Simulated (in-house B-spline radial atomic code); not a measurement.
Ionisation energies along the 19-electron series, configuration 1s2 2s2 2p6 3s2 3p6 3d3/2(1), as differences of self-consistent energies. Dirac energy differences include first-order Breit, QED and recoil terms. NIST's values go from ground level to ground level; the uncertainty of those that are theory runs from under 0.1 % in few-electron ions to several per cent in heavy many-electron ones. Computed with an all-electron radial atomic-structure program (B-spline basis): Dirac-Hartree-Fock, jj configuration that fills j = l - 1/2 first, finite nuclei.

```tsv
ion	configuration after	ionisation energy (eV)	IE/(q+1)² (eV)	-ε less Coulomb ΔSCF (eV)	Breit and QED recoil part (eV)	tabulated value (eV)	tabulated kind	computed minus tabulated (eV)
Sc2+	[Ne] 3s2 3p6	23.8	2.6394	0.72474	0.0086728	24.75684	measured	-1.0
Ti3+	[Ne] 3s2 3p6	?	?	?	?	?	measured	?
V4+	[Ne] 3s2 3p6	64.2	2.5697	1.0594	0.0099055	65.28165	measured	-1.0
Cr5+	[Ne] 3s2 3p6	89.6	2.4887	1.1518	0.0087673	90.6349	measured	-1.0
Mn6+	[Ne] 3s2 3p6	118.2	2.4123	1.2216	0.006443	119.203	measured	-1.0
Fe7+	[Ne] 3s2 3p6	150.0	2.3439	1.2766	0.002865	151.06	measured	-1.0
Co8+	[Ne] 3s2 3p6	185.0	2.2838	1.3213	-0.002068	186.14	measured	-1.2
Ni9+	[Ne] 3s2 3p6	223.1	2.231	1.3587	-0.0084545	224.7	semi-empirical	-1.6
Cu10+	[Ne] 3s2 3p6	?	?	?	?	?	measured	?
Zn11+	[Ne] 3s2 3p6	308.7	2.1437	1.4181	-0.026025	310.8	semi-empirical	-2.1
Ga12+	[Ne] 3s2 3p6	356.1	2.1073	1.4422	-0.037424	356	tabulated theory	0.1
Ge13+	[Ne] 3s2 3p6	406.7	2.0749	1.4636	-0.050718	407	tabulated theory	-0.3
As14+	[Ne] 3s2 3p6	460.3	2.0458	1.4827	-0.066033	460	tabulated theory	0.3
Se15+	[Ne] 3s2 3p6	517.0	2.0196	1.5	-0.083462	517	tabulated theory	0.0
Br16+	[Ne] 3s2 3p6	576.8	1.9959	1.5157	-0.10316	577	tabulated theory	-0.2
Kr17+	[Ne] 3s2 3p6	639.7	1.9743	1.53	-0.12519	640	tabulated theory	-0.3
Rb18+	[Ne] 3s2 3p6	?	?	?	?	?	tabulated theory	?
Sr19+	[Ne] 3s2 3p6	774.7	1.9366	1.5555	-0.17683	774	tabulated theory	0.7
Zr21+	[Ne] 3s2 3p6	922.0	1.9049	1.5774	-0.23935	922	tabulated theory	0.0
Nb22+	[Ne] 3s2 3p6	1000.2	1.8908	1.5873	-0.27496	1000	tabulated theory	0.2
Mo23+	[Ne] 3s2 3p6	1081.6	1.8778	1.5966	-0.31364	1082	tabulated theory	-0.4
Tc24+	[Ne] 3s2 3p6	1166.0	1.8657	1.6054	-0.35556	1166	tabulated theory	0.0
Ru25+	[Ne] 3s2 3p6	1253.6	1.8544	1.6138	-0.40075	1253	tabulated theory	0.6
Rh26+	[Ne] 3s2 3p6	1344.2	1.8439	1.6217	-0.44942	1344	tabulated theory	0.2
```

Task: Fill in the row of Ti3+.

Result: ionisation energy (eV): 42.2; IE/(q+1)² (eV): 2.6398; -ε less Coulomb ΔSCF (eV): 0.92882; Breit and QED recoil part (eV): 0.0099065; tabulated value (eV): 43.26717; computed minus tabulated (eV): -1.0.

Task: Fill in the row of Cu10+.

Result: ionisation energy (eV): 264.3; IE/(q+1)² (eV): 2.1846; -ε less Coulomb ΔSCF (eV): 1.3905; Breit and QED recoil part (eV): -0.016403; tabulated value (eV): 265.33; computed minus tabulated (eV): -1.0.

Task: Fill in the row of Rb18+.

Result: ionisation energy (eV): 705.6; IE/(q+1)² (eV): 1.9546; -ε less Coulomb ΔSCF (eV): 1.5432; Breit and QED recoil part (eV): -0.14972; tabulated value (eV): 706; computed minus tabulated (eV): -0.4.

Task: How far is this level of theory from the measured and semi-empirical values?

Result: Over those 10 rows the differences run from -2.11 to -0.987 eV (mean absolute value 1.2 eV). The calculation leaves out correlation and, in open shells, the multiplet splittings that an average leaves out.
